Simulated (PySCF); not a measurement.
Spinor energies of O³⁺ (oxygen, charge +3)

Start: [He] 2s1 2p1 3s1; 2s1/2 filled at m_j = +1/2; 2p3/2 filled at m_j = +3/2; 3s1/2 filled at m_j = +1/2. Calculated with PySCF 2.14 in x2c-TZVPall-2c with one added diffuse shell each of s, p, d type (6s4p3d1f, 40 functions): generalised Hartree-Fock with the X2C-1e Hamiltonian and a Gaussian nucleus; one run each with spin-orbit coupling (SO) switched off, then screened by Boettger's factors. This is a chosen level, not necessarily the ground level.

```csv
spinor shell,electrons,"ε, spin-free (eV)","ε, screened SO (eV)",weight of nominal j (screened SO),"rms radius, screened SO (bohr)"
1s1/2,2,-652.27,-652.27,1.000,0.229
2s1/2,1,-104.33,-104.34,1.000,1.00
2p3/2,1,-91.469,-91.448,1.000,0.947
3s1/2,1,-32.823,-32.823,0.999,2.69
```

| quantity | spin-free | screened SO |
| --- | --- | --- |
| E (hartree) | -69.22981 | -69.22905 |
| M_J | 5/2 | 5/2 |
| ⟨J²⟩ | 8.755 | 8.755 |
| ⟨L²⟩ | 2.005 | 2.005 |
| ⟨S²⟩ | 3.750 | 3.750 |

Each row is a mean over spinors that exchange with the open shell spreads, by up to 5.582 eV (1s1/2).

Without spin-orbit coupling the j labels of p, d and f shells carry no meaning; the spin-free column gives the mean over the occupied spinors of each nl shell.
